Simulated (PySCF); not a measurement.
CH₄FNOSi₂, SMILES F[Si@H]1N=CO[SiH2]1.

Geometry: r2SCAN-D4/def2-SVP. The structure was generated by enumeration; whether it is a known compound was not checked.

Level of theory: M06-2X/def2-TZVP in PySCF.

The molecule is in vacuum.

| Property | Result |
|---|---|
| total energy | -849.41737 hartree |
| highest occupied level | -8.78 eV |
| lowest empty level | -0.28 eV |
| orbital gap | 8.49 eV |
| dipole moment | 2.24 D |
| quadrupole, principal values (traceless, Buckingham form, about the centre of nuclear charge) | -6.70, 0.16, 6.54 D·Å |
| mean static polarisability | 67.8 bohr³ (10.04 Å³) |
| polarisability, principal values | 54.2, 69.9, 79.2 bohr³ |
